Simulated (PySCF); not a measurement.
Sn(F)3(SH) (F₃HSSn), SMILES [F][Sn]([F])([F])[SH].

The structure is a stationary point at B3LYP-D3(BJ)/def2-SVP. The structure was generated by enumeration; whether it is a known compound was not checked. The def2 effective core potentials stand for the cores of Sn; spin–orbit coupling is left out. Other conformers were not sampled.

The numbers are results of HF/def2-TZVP (PySCF), not measurements.

Gas-phase values at a fixed geometry.

Computed frontier levels, gap, dipole moment and polarisability:
```yaml
highest_occupied_level: -12.02 eV
lowest_empty_level: 0.49 eV
orbital_gap: 12.51 eV
dipole_moment: 3.49 D
quadrupole, principal values (traceless, Buckingham form, about the centre of nuclear charge): -4.82, -0.96, 5.78 D·Å
mean_static_polarisability: 46.3 bohr³ (6.86 Å³)
polarisability_principal_values: 38.8, 41.5, 58.6 bohr³
```
